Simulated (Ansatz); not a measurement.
Geometry optimisation, RKS PBE0-D4/6-31G* (Ansatz 0.2.0).

Input:

```yaml
crystal:
  periodic: [false, false, false]
  atoms:
    - { symbol: Si, position_ang: [0.0, 0.0, 0.0] }
    - { symbol: "N", position_ang: [0.0, 0.0, 2.17] }
    - { symbol: H, position_ang: [-0.877, -0.2713, 2.7] }
    - { symbol: H, position_ang: [0.877, 0.2713, 2.7] }
    - { symbol: Cl, position_ang: [2.0086, 0.0, -0.7093] }
    - { symbol: Cl, position_ang: [-1.0032, 1.7381, -0.7093] }
    - { symbol: Cl, position_ang: [-1.0032, -1.7381, -0.7093] }
    - { symbol: O, position_ang: [1.0334, -1.5693, 0.6243] }
    - { symbol: H, position_ang: [0.4671, -2.4013, 0.5398] }
    - { symbol: H, position_ang: [0.6708, -1.0187, 1.7475] }
basis:
  gaussian: { orbitals: "6-31G*" }
hamiltonian:
  xc: pbe0
  dispersion: d4
relax:
  f_tol: 0.15
  max_steps: 25
  restrain:
    - { distance: [0, 7], at: 2.88, k: 30.0 }
    - { distance: [9, 1], at: 2.26, k: 30.0 }
    - { distance: [0, 1], at: 1.82, k: 30.0 }
    - { distance: [9, 7], at: 1.01, k: 30.0 }
output:
  orbitals: {}
```

Launched with:

```bash
$ ansatz run input.yaml --threads 4 --pin off --max-ram 5120MiB --backend cpu --events-out ev --progress --plain --runs-dir out
```

**Question.** Where does it end, and by what steps?

**Answer.** The run converged. The restraints hold the end off the free minimum. After 17 steps the energy has fallen by 3.877 eV (the restraints' own energy left out); H3 moved furthest, 1.25 Å. Parted: Si1–O8 (1.98 → 2.88 Å). Joined: O8–H10 (1.30 → 0.98 Å).

```json
{"step": "0", "energy less start (eV)": "0.0000", "largest force component (eV/Å)": "3.283", "accepted": "yes"}
{"step": "1", "energy less start (eV)": "-0.6625", "largest force component (eV/Å)": "3.666", "accepted": "yes"}
{"step": "2", "energy less start (eV)": "-1.2413", "largest force component (eV/Å)": "3.334", "accepted": "yes"}
{"step": "3", "energy less start (eV)": "-2.0106", "largest force component (eV/Å)": "2.815", "accepted": "yes"}
{"step": "4", "energy less start (eV)": "-3.1351", "largest force component (eV/Å)": "1.085", "accepted": "yes"}
{"step": "5", "energy less start (eV)": "-3.4832", "largest force component (eV/Å)": "1.761", "accepted": "yes"}
{"step": "6", "energy less start (eV)": "-3.5825", "largest force component (eV/Å)": "1.872", "accepted": "yes"}
{"step": "7", "energy less start (eV)": "-3.6660", "largest force component (eV/Å)": "1.425", "accepted": "yes"}
{"step": "8", "energy less start (eV)": "-3.6961", "largest force component (eV/Å)": "1.301", "accepted": "yes"}
{"step": "9", "energy less start (eV)": "-3.7658", "largest force component (eV/Å)": "1.530", "accepted": "yes"}
{"step": "10", "energy less start (eV)": "-3.8069", "largest force component (eV/Å)": "1.229", "accepted": "yes"}
{"step": "11", "energy less start (eV)": "-3.7676", "largest force component (eV/Å)": "1.492", "accepted": "no"}
{"step": "12", "energy less start (eV)": "-3.8234", "largest force component (eV/Å)": "1.256", "accepted": "yes"}
{"step": "13", "energy less start (eV)": "-3.8357", "largest force component (eV/Å)": "1.321", "accepted": "yes"}
{"step": "14", "energy less start (eV)": "-3.8630", "largest force component (eV/Å)": "1.387", "accepted": "yes"}
{"step": "15", "energy less start (eV)": "-3.8232", "largest force component (eV/Å)": "1.530", "accepted": "no"}
{"step": "16", "energy less start (eV)": "-3.8665", "largest force component (eV/Å)": "1.416", "accepted": "yes"}
{"step": "17", "energy less start (eV)": "-3.8770", "largest force component (eV/Å)": "1.401", "accepted": "yes"}
```

```xyz
10
Properties=species:S:1:pos:R:3
Si -0.138 0.190 0.114
N -0.140 0.091 1.882
H -0.579 0.887 2.333
H 0.769 -0.107 2.289
Cl 1.683 0.516 -0.753
Cl -1.343 1.800 -0.331
Cl -1.041 -1.415 -0.796
O 1.268 -2.043 1.269
H 1.323 -2.805 0.677
H 0.371 -2.104 1.670
```

Run time: 53 s on 4 threads of Intel(R) Xeon(R) Platinum 8259CL CPU @ 2.50GHz (Skylake/Cascade Lake) (shared host), peak memory 0.32 GiB.
